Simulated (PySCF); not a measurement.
C2H7BO3. Atoms are numbered in the order given.

```xyz
13

B      0.0051     0.9461    -0.0391
O      0.3323     2.0785    -0.7323
H     -0.2837     2.8057    -0.6264
O     -1.0985     0.8187     0.7691
H     -1.6386     1.6071     0.8493
O      0.8460    -0.1072    -0.1759
C      0.5910    -1.3391     0.4585
C     -0.3673    -2.1942    -0.3431
H      1.5623    -1.8493     0.5608
H      0.1933    -1.1746     1.4746
H      0.0118    -2.3451    -1.3652
H     -0.4957    -3.1810     0.1280
H     -1.3554    -1.7139    -0.4049
```
Charge 0, spin multiplicity 1.

Coordinates come from a PBE0-D3(BJ)/def2-SVP optimisation. The values are those of a single conformer.

Vertical ionisation energy (IE) and electron affinity (EA) in eV. Rows of orbital energies are one-electron estimates. Where ΔSCF, EOM or ADC give a negative EA the extra electron is unbound and the value depends on the basis.

```
level                                         IE     EA
-----------------------------------------  -----  -----
−ε(HOMO), −ε(LUMO), HF/def2-TZVP (PySCF)   12.11  -2.84
−ε(HOMO), −ε(LUMO), PBE/def2-TZVP (PySCF)   6.65   0.64
```
